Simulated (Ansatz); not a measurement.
A structure relaxed at PBE0-D4/def2-TZVP, charge 0, multiplicity 1:

```json
{"atom": "C1", "x (Å)": "1.267", "y (Å)": "1.945", "z (Å)": "-0.190"}
{"atom": "Si2", "x (Å)": "1.142", "y (Å)": "0.081", "z (Å)": "-0.307"}
{"atom": "C3", "x (Å)": "2.695", "y (Å)": "-0.698", "z (Å)": "0.397"}
{"atom": "C4", "x (Å)": "0.927", "y (Å)": "-0.447", "z (Å)": "-2.089"}
{"atom": "C5", "x (Å)": "-0.327", "y (Å)": "-0.524", "z (Å)": "0.718"}
{"atom": "Si6", "x (Å)": "-2.010", "y (Å)": "0.070", "z (Å)": "0.277"}
{"atom": "C7", "x (Å)": "-3.398", "y (Å)": "-0.564", "z (Å)": "1.316"}
{"atom": "F8", "x (Å)": "-2.038", "y (Å)": "1.667", "z (Å)": "0.336"}
{"atom": "F9", "x (Å)": "-2.321", "y (Å)": "-0.306", "z (Å)": "-1.246"}
{"atom": "H10", "x (Å)": "0.376", "y (Å)": "2.431", "z (Å)": "-0.593"}
{"atom": "H11", "x (Å)": "2.134", "y (Å)": "2.307", "z (Å)": "-0.748"}
{"atom": "H12", "x (Å)": "1.379", "y (Å)": "2.269", "z (Å)": "0.848"}
{"atom": "H13", "x (Å)": "2.843", "y (Å)": "-0.414", "z (Å)": "1.442"}
{"atom": "H14", "x (Å)": "2.648", "y (Å)": "-1.790", "z (Å)": "0.350"}
{"atom": "H15", "x (Å)": "3.579", "y (Å)": "-0.379", "z (Å)": "-0.163"}
{"atom": "H16", "x (Å)": "0.029", "y (Å)": "-0.010", "z (Å)": "-2.530"}
{"atom": "H17", "x (Å)": "0.841", "y (Å)": "-1.534", "z (Å)": "-2.172"}
{"atom": "H18", "x (Å)": "1.787", "y (Å)": "-0.135", "z (Å)": "-2.689"}
{"atom": "H19", "x (Å)": "-0.143", "y (Å)": "-0.256", "z (Å)": "1.766"}
{"atom": "H20", "x (Å)": "-0.339", "y (Å)": "-1.621", "z (Å)": "0.679"}
{"atom": "H21", "x (Å)": "-3.458", "y (Å)": "-1.654", "z (Å)": "1.261"}
{"atom": "H22", "x (Å)": "-3.260", "y (Å)": "-0.284", "z (Å)": "2.363"}
{"atom": "H23", "x (Å)": "-4.351", "y (Å)": "-0.152", "z (Å)": "0.975"}
```

Q: Give its formula and SMILES.

A: C5H14F2Si2, `C[Si](C)(C)C[Si](C)(F)F`.

Q: Point group (tolerance 0.08 Å, 0.16 Å for H)?

A: Cs.

Q: Summarise the bond lengths by kind.

A: 6 × C–Si 1.838 to 1.891 Å; 14 × C–H 1.092 to 1.097 Å; 2 × F–Si 1.599 Å.

Results of the Gaussian-basis code of Ansatz.
